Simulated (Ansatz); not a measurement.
Start from `P[SiH2][SeH]` and change one atom or group to get `[SeH][SiH2][TeH]`.

Ansatz, PBE0-D4/def2-TZVP geometries, multiplicity 1. Each molecule was computed in one conformer, which needn't be the lowest.

Elements past krypton have def2 core potentials. Scalar relativity is left out up to krypton.

```csv
property,`P[SiH2][SeH]`
HOMO–LUMO gap (PBE0/def2-TZVPP) / eV,6.78
HOMO energy (B3LYP/def2-TZVPP) / eV,-6.86
HOMO energy (PBE0/def2-TZVPP) / eV,-7.11
LUMO energy (B3LYP/def2-TZVPP) / eV,-0.56
size of the dipole moment (B3LYP/def2-TZVPP) / D,0.43
zero-point energy (PBE0-D4/def2-TZVP) / kJ/mol,113.0
```

Q: What does the change do to each property? (Estimate.)

A: The calculation gave: 
```json
{"property": "HOMO–LUMO gap (PBE0/def2-TZVPP) / eV", "`[SeH][SiH2][TeH]`": "5.76", "shift": "-1.02"}
{"property": "HOMO energy (B3LYP/def2-TZVPP) / eV", "`[SeH][SiH2][TeH]`": "-6.48", "shift": "0.38"}
{"property": "HOMO energy (PBE0/def2-TZVPP) / eV", "`[SeH][SiH2][TeH]`": "-6.70", "shift": "0.41"}
{"property": "LUMO energy (B3LYP/def2-TZVPP) / eV", "`[SeH][SiH2][TeH]`": "-1.16", "shift": "-0.60"}
{"property": "size of the dipole moment (B3LYP/def2-TZVPP) / D", "`[SeH][SiH2][TeH]`": "0.85", "shift": "0.42"}
{"property": "zero-point energy (PBE0-D4/def2-TZVP) / kJ/mol", "`[SeH][SiH2][TeH]`": "85.0", "shift": "-28.0"}
```

With PBE0 the HOMO rises by 0.41 eV and the LUMO falls by 0.61 eV, so the gap narrows by about 1.02 eV. PBE moves the HOMO by 0.27 eV and ωB97M-V by 0.50 eV. The zero-point energy changes by -28.0 kJ/mol with -3 modes. Dipoles are sizes alone; their direction can turn.

B3LYP here is the variant with VWN-RPA as its local correlation; programs differ in this.

Spin–orbit coupling is left out; it splits and shifts lone-pair levels of the heavy atoms by tenths of an eV.
